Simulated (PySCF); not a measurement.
Geometry:
| atom | x (Å) | y (Å) | z (Å) |
| --- | --- | --- | --- |
| C1 | 1.236 | 1.511 | -0.862 |
| C2 | 1.495 | 0.338 | -0.295 |
| C3 | 0.581 | -0.517 | 0.452 |
| C4 | 1.032 | -1.586 | 1.106 |
| C5 | -0.907 | -0.194 | 0.452 |
| C6 | -1.533 | -0.394 | -0.932 |
| F7 | -1.566 | -1.055 | 1.328 |
| C8 | -1.153 | 1.155 | 0.947 |
| N9 | -1.382 | 2.196 | 1.359 |
| H10 | 0.274 | 1.993 | -0.823 |
| H11 | 2.010 | 2.053 | -1.378 |
| H12 | 2.499 | -0.062 | -0.356 |
| H13 | 2.077 | -1.842 | 1.096 |
| H14 | 0.384 | -2.229 | 1.676 |
| H15 | -1.067 | 0.261 | -1.661 |
| H16 | -1.386 | -1.429 | -1.233 |
| H17 | -2.600 | -0.187 | -0.884 |

[PySCF: shielding tensors at PBE0/pcSseg-1 (GIAO); coordinates at the GFN2-xTB level; rapidly exchanging positions averaged; non-relativistic Hamiltonian; one computed conformer; isolated molecule]

Predict the 2D correlation tables (HSQC, COSY, HMBC).

## Answers



HSQC (one-bond C–H):
```
                δH          δC
        6.65 (H12)  141.8 (C2)
        6.05 (H10)  125.5 (C1)
        6.01 (H14)  126.1 (C4)
        5.77 (H11)  125.5 (C1)
        5.68 (H13)  126.1 (C4)
1.94 (H15/H16/H17)   30.5 (C6)
```

COSY cross peaks (H two or three bonds apart, from the bond graph; peaks can be absent where the dihedral angle is near 90°):
```
        δH          δH
6.65 (H12)  6.05 (H10)
6.65 (H12)  5.77 (H11)
6.05 (H10)  5.77 (H11)
6.01 (H14)  5.68 (H13)
```

HMBC (two and three bonds, from the bond graph):
```
                δH                                             δC
        6.65 (H12)  151.5 (C3), 126.1 (C4), 125.5 (C1), 87.9 (C5)
        6.05 (H10)                         151.5 (C3), 141.8 (C2)
        6.01 (H14)              151.5 (C3), 141.8 (C2), 87.9 (C5)
        5.77 (H11)                         151.5 (C3), 141.8 (C2)
        5.68 (H13)              151.5 (C3), 141.8 (C2), 87.9 (C5)
1.94 (H15/H16/H17)              151.5 (C3), 123.1 (C8), 87.9 (C5)
```

References, each an isolated molecule treated in the same way: ¹H and ¹³C vs TMS.

Short H···H contacts in this conformer between protons four or more bonds apart (candidates for NOE cross peaks, intensity ∝ r⁻⁶): H12···H13 2.33 Å, H10···H15 2.35 Å.

Shifts are as computed. Against solution values, carbons near 30 ppm lie about +3 ppm off and those near 130 ppm about +5 ppm. Of 1211 compounds with measured shifts, 218 miss one by over three times the rms of a fit or turn the order of signals round; such compounds aren't used in these exercises.
